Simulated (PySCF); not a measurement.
## Dipole polarisabilities along group 4, charge +2

Calculated with PySCF 2.14 for the ground configurations, without spin-orbit coupling: coupled response for Hartree-Fock and DFT. Mean α in bohr³, C₆ of like pairs in atomic units.

```csv
species,α UHF,α PBE0,C₆ UHF,C₆ PBE0
"Ti²⁺ [Ar] 3d2 (aug-cc-pVTZ with one added diffuse shell each of s, p, d, f, g type, non-relativistic)",4.233,4.816,12.82,14.42
"Zr²⁺ [Kr] 4d2 (aug-cc-pVTZ-PP with one added diffuse shell each of s, p, d, f, g type with ECP28MDF, ECP)",11.30,12.19,55.81,59.97
"Hf²⁺ [Xe] 4f14 5d2 (aug-cc-pVTZ-PP with one added diffuse shell each of s, p, d, f, g type with ECP60MDF, ECP)",14.10,14.84,69.81,73.35
```
